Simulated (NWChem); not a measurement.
Molecule: CH$_{3}$FSn, singlet; SMILES [CH3][Sn][F]

Computed with NWChem. Low-valent species are run as closed-shell singlets; no triplet was tried in these runs. Structure relaxed at the PBE0/def2-SVP level. No frequency run checked for a minimum. def2 effective core potentials on Sn; no spin-orbit coupling.

Diagonal of the polarisability tensor at PBE0/def2-SVPD, static: 56.82, 62.82, 47.97 bohr³.

### Question
Find the mean polarisability volume, the molar refraction, and the refractive index that an ideal gas of it would have at 273.15 K and 1 atm.

### Answer

1. Mean: one third of the trace = 55.87 bohr³ × 0.14818 Å³/bohr³ = 8.28 Å³.
2. Molar refraction (Lorentz-Lorenz): (4π/3) N_A α = 20.9 cm³/mol.
3. Number density p/kT = 2.687 × 10⁻⁵ Å⁻³; n − 1 = 2π N α = 13.98 × 10⁻⁴.
4. These hold the electronic response alone: vibrational and orientational terms add to the static dielectric constant.
